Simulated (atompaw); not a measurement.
Plane-wave convergence, PAW (atompaw) potential for Se (Z = 34)

selenium (Se), PAW, made with atompaw 4.2.0.5 (PBE, non-relativistic). Core [Ar] 3d10, reference 4s2 4p2 (charge +2). Waves: 4s (bound): rc 1.65 bohr; 4s channel at -0.25 Ry: rc 1.50 bohr; 4p (bound): rc 1.65 bohr; 4p channel at -0.65 Ry: rc 1.65 bohr. Local part: bessel scheme, radius 1.50 bohr. Core correction: smooth core density matched at 1.05 bohr. Augmentation charge: sinc compensation charge, radius 1.65 bohr; PAW radius 1.65 bohr; waves and projectors: custom polynom vanderbiltortho.

The pseudo-atom Hamiltonian at the reference potential is diagonalised in spherical Bessel functions j_l(qr) that vanish at 20 bohr, with q² up to the cutoff. All-electron valence levels (Ry): 4s -2.7136, 4p -1.8702.

Question: How do the lowest levels (Ry) of each channel move with the cutoff, and are there ghosts?

Answer:

```csv
cutoff (Ry),s #1,p #1,p #2,d #1,f #1,Σ f·Δε (mRy)
8,-2.5627,-1.8605,-0.6145,-0.8746,-0.3005,321.1
10,-2.6390,-1.8625,-0.6159,-0.8942,-0.3010,164.6
15,-2.7012,-1.8646,-0.6162,-0.9114,-0.3014,36.0
18,-2.7115,-1.8666,-0.6165,-0.9148,-0.3014,11.3
25,-2.7132,-1.8697,-0.6171,-0.9157,-0.3014,1.8
30,-2.7132,-1.8700,-0.6172,-0.9158,-0.3014,1.1
40,-2.7136,-1.8700,-0.6172,-0.9158,-0.3014,0.4
45,-2.7136,-1.8701,-0.6172,-0.9158,-0.3014,0.2
400,-2.7136,-1.8702,-0.6172,-0.9158,-0.3014,0.0
```

Result: no extra level below or beside the all-electron valence levels (s, p, d, f tested); 10 mRy is reached at 21 Ry and 1 mRy at 35 Ry.
